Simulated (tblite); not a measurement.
`C[C@H](CF)C(F)(F)F`. The geometry is computed with GFN2-xTB (gas phase).

```
atom  x, y, z in Å
C1    -0.3842    1.3287    0.4884
C2    -0.0151   -0.1501    0.3873
C3     1.3994   -0.3420   -0.1684
F4     2.3091    0.1443    0.7301
C5    -1.0030   -0.8773   -0.5134
F6    -2.2644   -0.7617   -0.0812
F7    -0.9825   -0.4141   -1.7726
F8    -0.7473   -2.1936   -0.5923
H9    -1.3664    1.4462    0.9385
H10    0.3489    1.8401    1.1058
H11   -0.3925    1.7863   -0.4985
H12   -0.0725   -0.6202    1.3748
H13    1.6326   -1.4013   -0.3192
H14    1.5372    0.2142   -1.1014
```

Q: Which two atoms are farthest apart?

A: F4···F6, 4.73 Å; the next longest distance is 4.51 Å.

Q: What is the repulsion energy of the bare nuclei, Σ ZA·ZB/RAB?

A: 436.18 Eh over 91 pairs, with full nuclear charges and distances in bohr; the largest single term is 21.35 Eh (C5 with F6).

Q: How far are the heavy atoms from their best plane (unweighted least squares)?

A: 0.556 Å rms; C1 0.08, C2 0.38, C3 0.28, F4 0.17, C5 0.04, F6 0.59, F7 1.28, F8 0.47 Å (magnitudes).

Q: How far apart are these pairs, which share no bond: C2···F4, C2···H10, C3···C5, C5···H13, F8···H11, H9···H10, H10···H11?

A: C2···F4 2.368 Å (2 bonds apart); C2···H10 2.147 Å (2 bonds apart); C3···C5 2.485 Å (2 bonds apart); C5···H13 2.694 Å (3 bonds apart); F8···H11 3.997 Å (4 bonds apart); H9···H10 1.768 Å (2 bonds apart); H10···H11 1.768 Å (2 bonds apart).

Q: Where is the centre of mass (commonest isotopes), and what is the radius of gyration?

A: Mass 130.041 u; centre at (-0.233, -0.450, -0.221) Å; Rg = √(Σ m r²/M) = 1.906 Å. As Ia + Ib + Ic = 2 Σ m r², the three principal moments sum to 944.4 u·Å².

Q: Give the dihedral angles H11–C1–C2–H12, C1–C2–C3–H13, H9–C1–C2–H12, H12–C2–C5–F6, C1–C2–C5–F6.

A: H11–C1–C2–H12 -176° (antiperiplanar); C1–C2–C3–H13 -175° (antiperiplanar); H9–C1–C2–H12 -56° (synclinal); H12–C2–C5–F6 62° (synclinal); C1–C2–C5–F6 -58° (synclinal). Dihedral signs follow IUPAC: positive where, seen along the central bond, the front bond turns clockwise onto the rear one.

Q: What are the angles C2–C1–H10, C1–C2–H12, C1–C2–C5, C2–C3–F4, C2–C3–H14, F4–C3–H13, F6–C5–F8?

A: From the scalar product of the two bond vectors; for C2–C1–H10 it is -0.5481 Å² over 1.5275 × 1.0863 Å², cos θ = -0.3303. C2–C1–H10 109.3°; C1–C2–H12 110.1°; C1–C2–C5 110.2°; C2–C3–F4 109.3°; C2–C3–H14 111.2°; F4–C3–H13 107.0°; F6–C5–F8 106.4°.

Q: Write the matrix of distances between heavy atoms (Å, lower triangle).

A: 
```
C1    0.000
C2    1.528  0.000
C3    2.531  1.532  0.000
F4    2.952  2.368  1.368  0.000
C5    2.501  1.522  2.485  3.682  0.000
F6    2.869  2.378  3.689  4.732  1.338  0.000
F7    2.917  2.381  2.873  4.173  1.342  2.151  0.000
F8    3.702  2.382  2.866  4.069  1.343  2.148  2.148  0.000
```

Its GFN2-xTB frequencies are all real (lowest 62 cm⁻¹). The numbers are those of one conformer.
